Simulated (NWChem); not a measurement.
## Total energies of In

```
In
```
Charge 0, spin multiplicity 2.

Program: NWChem.

Basis set: def2-QZVP (82 functions).

```tsv
method	total energy (Ha)	relative cost
UHF	-189.21066	1
UMP2	-189.64523	under 3
UB2PLYP	-189.96050	under 3
UPBE	-190.11837	under 3
UB3LYP	-190.18750	under 3
UCAM-B3LYP	-190.09347	4
```

Total energies of different functionals aren't comparable as a measure of quality: only differences taken within one method are. Relative cost: rough, from shared machines, SCF included, UHF = 1.

Effective core potentials replace the inner electrons of In; spin-orbit coupling is left out. The correlated methods keep 4 core orbitals frozen. B3LYP has NWChem's definition, with VWN1-RPA local correlation. GW and range-separated runs recompute their integrals, the others keep them in memory, which bears on the times. No SCF solution was tested for a lower state. Open-shell Hartree-Fock references start from PBE0 orbitals; any time given for them includes that run.
